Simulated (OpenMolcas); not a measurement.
## Computed levels of C

```json
{"Program": "OpenMolcas 26.06", "Method": "XMS-CASPT2, IPEA 0.25 Eh, imaginary shift 0.1 Eh (closed shells correlated: 1s)", "Basis": "ANO-RCC-VTZP [4s3p2d1f]", "Scalar Hamiltonian": "DKH2, point nucleus", "Active space": "4 electrons in 8 orbitals (2s 2p 3s 3p)", "State averaging": "2S+1 = 3 even, 3 roots; 2S+1 = 1 even, 6 roots; 2S+1 = 5 odd, 1 root; 2S+1 = 3 odd, 8 roots; 2S+1 = 1 odd, 3 roots", "Spin-orbit coupling": "RASSI with atomic mean-field integrals over the reference wave functions, term energies averaged over their components"}
```

With spin-orbit coupling, above the lowest level:

| Configuration | Term | J | E (cm-1) | Measured (cm-1) | Term weight % |
| --- | --- | --- | --- | --- | --- |
| 2s2 2p2 | 3P | 0 | 0.0 | 0.0 | 100 |
| 2s2 2p2 | 3P | 1 | 15.0 | 16.4 | 100 |
| 2s2 2p2 | 3P | 2 | 44.8 | 43.4 | 100 |
| 2s2 2p2 | 1D | 2 | 10460 | 10193 | 100 |
| 2s2 2p2 | 1S | 0 | 21610 | 21648 | 100 |
| 2s 2p3 | 5S* | 2 | 32000 | 33735 | 100 |
| 2s 2p3 | 3D* | 1 | 62790 | 64090 | 100 |
| 2s 2p3 | 3D* | 2 | 62800 | 64091 | 100 |
| 2s 2p3 | 3D* | 3 | 62800 | 64087 | 100 |
| 2s 2p3 | 3P* | 0 | 74990 | 75256 | 100 |
| 2s 2p3 | 3P* | 1 | 75000 | 75254 | 100 |
| 2s 2p3 | 3P* | 2 | 75010 | 75255 | 100 |

Against the 11 measured excited levels shown (NIST Handbook of Basic Atomic Spectroscopic Data) the mean absolute deviation is 610 cm-1; the largest miss in energy is 2s 2p3 5S* 2: computed 32000, measured 33735 cm-1 (-5.2 %), and the largest in proportion 2s2 2p2 3P1 (-8.7 %).

Spin-orbit coupling puts the lowest level 29.9 cm-1 below the lowest spin-free term.

For 3P the intervals divided by the larger J are 15.0, 14.9 cm-1. Landé's interval rule makes them equal in pure LS coupling; they differ by 1 % of their mean. The multiplet is regular.

CASPT2 does not keep the components of a term degenerate, so their means are used; among the terms shown or strongly mixed into the levels shown the widest spread is 200 cm-1 (2s 2p3 3D*). Over all roots computed the reference weight is 0.94 to 0.99; the roots of lowest weight are the least certain, and an intruder state may touch them. The run also gave levels led by 2s2 2p 3s, which use shells meant for correlation; these and all levels above them are left out. Measured partners are found by configuration, term and J. A level has none where our copy of the source lacks it or the pairing is in doubt (some pairs that miss far off the trend of their configuration count as doubtful), and it then counts in no deviation. Levels of configurations outside the active space are missing. The first state left out of the spin-orbit step lies near 110000 cm-1 above the lowest spin-free state of the reference (among the parities and spins computed), and the list stops at four fifths of that energy or lower. Levels above the ionisation energy that NIST lists (11.26 eV) are left out.

The term weight is that of the spin-free term in the level, not the purity of its configuration. * marks odd parity.
